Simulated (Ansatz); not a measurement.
A structure relaxed at PBE-D4/def2-SVP in Ansatz, charge 0, singlet:

Cartesian coordinates in Å:
```
Al 0.667 0.956 1.205
Al 0.028 0.152 -1.476
Si -0.568 -0.971 1.111
O -1.052 0.559 1.656
O -0.792 -1.203 -0.496
O 1.057 -0.788 1.557
O 0.843 1.353 -0.443
O -0.183 -0.059 -3.115
```

Give its formula and point group.

the cluster Al2SiO5. Point group Cs (tolerance 0.1 Å).

Summarise the bond lengths by kind (pairs closer than 1.2 times the sum of covalent radii, bridged metal pairs left out).

6 × Al–O 1.67 to 1.86 Å; 3 × O–Si 1.64 to 1.69 Å.

Another isomer (singlet) lies 1.78 eV lower at PBE0-D4/def2-TZVP; other spin states weren't run for this one.
